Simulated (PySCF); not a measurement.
AlO, multiplicity 2. Atoms are numbered in the order given.

```xyz
2

Al     0.0000     0.0000    -0.6170
O      0.0000     0.0000     1.0026
```
Charge 0, spin multiplicity 2.

Geometry optimised at PBE0-D3(BJ)/def2-TZVPD.

These are C-PCM-PBE0/def2-TZVPD (PySCF) values and carry that method's errors.

The values are the electrostatic part of the solvation free energy, E(continuum) − E(gas) at the gas-phase geometry, in a cavity of scaled van der Waals radii (PySCF's table); cavitation and dispersion terms are not included. A continuum can't describe solvent molecules that bind to the metal. The dipole moment in vacuum is 4.36 D.

| solvent | ε | ΔG(elec) (kcal/mol) | dipole (D) |
|---|---|---|---|
| water | 78.36 | -16.0 | 7.09 |
| cyclohexanone | 15.62 | -14.8 | 6.91 |
| dimethylsulfoxide | 46.83 | -15.8 | 7.06 |
